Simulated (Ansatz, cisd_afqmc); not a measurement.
System: Pd, charge 0, singlet.

Total energies in def2-SVP, 10 correlated electrons, 4 frozen orbitals. Radicals and triplets start from unrestricted determinants; spin-orbit coupling is neglected. Cores are frozen in correlated methods (noble-gas shells, and filled d and f shells in the p block). Past Kr the def2 sets carry scalar-relativistic core potentials. AFQMC is phaseless with a CISD trial state; ± is one standard error, without the phaseless bias. Outlying blocks are dropped, and bars are widened where a walk drifts. Over all cases where full CI ran beside it in this data, AFQMC minus full CI had a median of +0.1 mEh and passed +0.4 mEh in a tenth of the cases.

| method | program | energy (Eh) | minus CCSDTQ (mEh) |
|---|---|---|---|
| HF | Ansatz | -127.00035 | 220.04 |
| MP2 | Ansatz | -127.22337 | -2.98 |
| CCSD | Ansatz | -127.21251 | 7.88 |
| CCSD(T) | Ansatz | -127.22100 | -0.61 |
| CCSDT(Q) | Ansatz | -127.22001 | 0.38 |
| CCSDTQ | Ansatz | -127.22039 | 0.00 |
| AFQMC/CISD | cisd_afqmc | -127.2206 ± 0.0004 | -0.2 ± 0.4 |

Ansatz is a quantum-chemistry and plane-wave program.
